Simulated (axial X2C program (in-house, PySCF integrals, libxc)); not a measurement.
## BeO⁻: cheaper levels and CCSD(T), with spin–orbit coupling

Calculated with an axial X2C code built on PySCF integrals. Two-component (2c) means X2C with spin–orbit coupling and atomic mean-field two-electron Coulomb and Gaunt terms. Basis: O dyall-av3z [7s6p3d2f], Be dyall-av3z [9s9p4d2f] (cores contracted in-house); Gaussian nuclei, density fitting, unrestricted open shells. Masses: O 15.995 u, Be 9.012 u.

State: Ω = 1/2 (⟨Sz⟩ = 0.50, ⟨Lz⟩ = 0.00 at HF); fragments O- + Be for PBE0, MP2, CCSD, TPSS, CCSD(T); O + Be- for HF.

```tsv
level	Re (Å)	ωe (cm⁻¹)	De (eV)
PBE0	1.359	1419.9	5.47
HF	1.340	1517.0	n/a
MP2	1.380	1376.7	5.83
CCSD	1.366	1416.4	5.00
TPSS	1.376	1347.3	5.47
```

Correlated methods: 9 electrons correlated (number of frozen shells: O 1 s; Be 1 s), 207 virtual spin orbitals or spinors in MP2, 90 natural virtuals in coupled cluster.

CCSD(T), same Hamiltonian and basis:

Re = 1.374 Å, ωe = 1382.4 cm⁻¹, De = 5.17 eV; T1 = 0.025 (Lee–Taylor normalisation).

(1) Give the differences from CCSD(T) in the columns below.

The state is a single determinant with fixed occupations, the lowest that a limited PBE0 search found. De is counted from the lowest determinant-based energies of the atoms at the same level, without counterpoise correction. De is not given where an atomic determinant may have missed its ground term or J level, or where the truncated virtual space spoils (T). Density functionals use the spin component along the axis (collinear). CCSD and (T) use frozen natural virtuals with an MP2 correction for the truncation; (T) itself is uncorrected, so its De runs slightly low. In 2c an atomic determinant is not the ground J level, so De misses part of the atomic spin–orbit lowering. This holds for PBE0, TPSS. The functionals have no current-density term, which raises determinants with orbital currents, atoms included. The highest occupied level of some functionals is positive through self-interaction error; at Hartree–Fock it is bound. The determinant is spin-polarised beyond a pure state at some levels (its spin-free form has ⟨S²⟩ too high), which makes Re and μ there less reliable.

Results:

(1) 

```json
{"level": "PBE0", "ΔRe (Å)": "-0.015", "Δωe (cm⁻¹)": "38", "ΔDe (eV)": "0.30"}
{"level": "HF", "ΔRe (Å)": "-0.034", "Δωe (cm⁻¹)": "135", "ΔDe (eV)": "n/a"}
{"level": "MP2", "ΔRe (Å)": "0.006", "Δωe (cm⁻¹)": "-6", "ΔDe (eV)": "0.66"}
{"level": "CCSD", "ΔRe (Å)": "-0.008", "Δωe (cm⁻¹)": "34", "ΔDe (eV)": "-0.17"}
{"level": "TPSS", "ΔRe (Å)": "0.002", "Δωe (cm⁻¹)": "-35", "ΔDe (eV)": "0.30"}
```
